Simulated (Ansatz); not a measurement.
Mulliken charges of CH4GeS, SMILES `[CH2]1[S][GeH2]1` from PBE/def2-TZVPP in Ansatz (PBE0-D4/def2-TZVP geometry).

```json
{"atom": "C1", "x (Å)": "-0.766", "y (Å)": "-0.227", "z (Å)": "-0.571", "charge (e)": "-0.200"}
{"atom": "S2", "x (Å)": "-0.431", "y (Å)": "-1.474", "z (Å)": "0.749", "charge (e)": "-0.242"}
{"atom": "Ge3", "x (Å)": "0.772", "y (Å)": "0.330", "z (Å)": "0.448", "charge (e)": "0.170"}
{"atom": "H4", "x (Å)": "-0.610", "y (Å)": "-0.595", "z (Å)": "-1.579", "charge (e)": "0.122"}
{"atom": "H5", "x (Å)": "-1.695", "y (Å)": "0.318", "z (Å)": "-0.440", "charge (e)": "0.122"}
{"atom": "H6", "x (Å)": "0.622", "y (Å)": "1.440", "z (Å)": "1.485", "charge (e)": "0.014"}
{"atom": "H7", "x (Å)": "2.168", "y (Å)": "0.139", "z (Å)": "-0.137", "charge (e)": "0.014"}
```

By hand: the dipole of these point charges (1 e Å = 4.8032 D).

Σ q r = (0.147, 0.447, -0.218) e Å, of length 0.519 e Å = 2.49 D.

How does the dipole of the full density compare? (Estimate.)

Ansatz gave: (0.120, 0.359, -0.173) e Å, 2.00 D; the point charges give 1.25 times that, at 0° from its direction.

Point charges leave out the atoms' own dipoles, such as those of lone pairs, and Mulliken's split depends on the basis, so the two needn't agree.
